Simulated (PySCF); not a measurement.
F₅Nb, SMILES [F][Nb+]([F])([F])([F])[F] (connectivity only; charge and spin as stated), charge +1, multiplicity 2.

Coordinates come from a PBE0-D3(BJ)/def2-SVP optimisation. The multiplicity is an assumed one; other spin states were not compared. The def2 effective core potentials stand for the cores of Nb; spin–orbit coupling is left out.

Two levels are set side by side: PBE/def2-TZVP (PySCF) and ωB97X/def2-TZVP (PySCF). Same geometry, gas phase. Differences are taken from unrounded values.

| quantity | ωB97X |
|---|---|
| α-spin orbital gap (eV) | 14.34 |
| β-spin orbital gap (eV) | 10.58 |
| mean polarisability (bohr³) | 33.5 |

### Question
What does PBE give, and how far is it from ωB97X? (An estimate is asked for; the answer gives what the named calculation found.)

### Answer

```csv
quantity,PBE,PBE minus ωB97X
α-spin orbital gap (eV),6.59,-7.75
β-spin orbital gap (eV),0.93,-9.65
mean polarisability (bohr³),39.3,5.8
```

PBE's more diffuse valence density responds more strongly to a field. Differences between two approximate levels are no errors against the true value.

Rough cost on one machine, each run with all the roots and properties that it gave: ωB97X against PBE within a factor of 2.
